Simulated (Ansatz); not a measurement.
The cluster Te4As⁺. Charge 1, multiplicity 1. Geometry PBE-D4/def2-SVP.

Cartesian coordinates in Å:
```
As 0.541 1.943 -1.495
Te -0.932 -2.962 1.009
Te 2.076 0.157 -0.597
Te -1.608 1.423 -0.286
Te -0.077 -0.562 1.369
```

In the def2 sets Te takes a core potential; there is no spin–orbit coupling. HSE06 is defined as in plane-wave codes, on full-range PBE exchange. The restricted singlet is unstable towards broken spin symmetry in Hartree–Fock (as tested in another run); at PBE-D4/def2-TZVP, r2SCAN-D4/def2-TZVP, PBE0-D4/def2-TZVP, HSE06-D4/def2-TZVP and others this wasn't settled. Another isomer (singlet) lies 0.90 eV lower at PBE0-D4/def2-TZVP; other spin states weren't run for this one.

Problem. Estimate the orbital energies around the gap (eV) in Ansatz with PBE-D4/def2-TZVP, r2SCAN-D4/def2-TZVP, PBE0-D4/def2-TZVP, HSE06-D4/def2-TZVP, BHLYP-D4/def2-TZVP.

Solution. 
```json
{"orbital": "HOMO−5", "PBE-D4/def2-TZVP": "-11.68", "r2SCAN-D4/def2-TZVP": "-12.02", "PBE0-D4/def2-TZVP": "-12.72", "HSE06-D4/def2-TZVP": "-12.34", "BHLYP-D4/def2-TZVP": "-13.53"}
{"orbital": "HOMO−4", "PBE-D4/def2-TZVP": "-11.32", "r2SCAN-D4/def2-TZVP": "-11.64", "PBE0-D4/def2-TZVP": "-12.38", "HSE06-D4/def2-TZVP": "-11.99", "BHLYP-D4/def2-TZVP": "-13.25"}
{"orbital": "HOMO−3", "PBE-D4/def2-TZVP": "-11.21", "r2SCAN-D4/def2-TZVP": "-11.53", "PBE0-D4/def2-TZVP": "-12.23", "HSE06-D4/def2-TZVP": "-11.85", "BHLYP-D4/def2-TZVP": "-13.01"}
{"orbital": "HOMO−2", "PBE-D4/def2-TZVP": "-10.21", "r2SCAN-D4/def2-TZVP": "-10.48", "PBE0-D4/def2-TZVP": "-11.11", "HSE06-D4/def2-TZVP": "-10.74", "BHLYP-D4/def2-TZVP": "-11.86"}
{"orbital": "HOMO−1", "PBE-D4/def2-TZVP": "-9.84", "r2SCAN-D4/def2-TZVP": "-10.07", "PBE0-D4/def2-TZVP": "-10.60", "HSE06-D4/def2-TZVP": "-10.25", "BHLYP-D4/def2-TZVP": "-11.15"}
{"orbital": "HOMO", "PBE-D4/def2-TZVP": "-9.68", "r2SCAN-D4/def2-TZVP": "-9.88", "PBE0-D4/def2-TZVP": "-10.41", "HSE06-D4/def2-TZVP": "-10.07", "BHLYP-D4/def2-TZVP": "-10.96"}
{"orbital": "LUMO", "PBE-D4/def2-TZVP": "-8.56", "r2SCAN-D4/def2-TZVP": "-8.69", "PBE0-D4/def2-TZVP": "-8.13", "HSE06-D4/def2-TZVP": "-8.48", "BHLYP-D4/def2-TZVP": "-7.50"}
{"orbital": "LUMO+1", "PBE-D4/def2-TZVP": "-8.39", "r2SCAN-D4/def2-TZVP": "-8.45", "PBE0-D4/def2-TZVP": "-7.92", "HSE06-D4/def2-TZVP": "-8.27", "BHLYP-D4/def2-TZVP": "-7.26"}
{"orbital": "LUMO+2", "PBE-D4/def2-TZVP": "-8.25", "r2SCAN-D4/def2-TZVP": "-8.32", "PBE0-D4/def2-TZVP": "-7.78", "HSE06-D4/def2-TZVP": "-8.13", "BHLYP-D4/def2-TZVP": "-7.12"}
{"orbital": "LUMO+3", "PBE-D4/def2-TZVP": "-6.56", "r2SCAN-D4/def2-TZVP": "-6.43", "PBE0-D4/def2-TZVP": "-5.81", "HSE06-D4/def2-TZVP": "-6.18", "BHLYP-D4/def2-TZVP": "-4.95"}
{"orbital": "LUMO+4", "PBE-D4/def2-TZVP": "-5.96", "r2SCAN-D4/def2-TZVP": "-5.80", "PBE0-D4/def2-TZVP": "-5.24", "HSE06-D4/def2-TZVP": "-5.61", "BHLYP-D4/def2-TZVP": "-4.40"}
{"orbital": "LUMO+5", "PBE-D4/def2-TZVP": "-5.82", "r2SCAN-D4/def2-TZVP": "-5.72", "PBE0-D4/def2-TZVP": "-5.13", "HSE06-D4/def2-TZVP": "-5.50", "BHLYP-D4/def2-TZVP": "-4.30"}
```
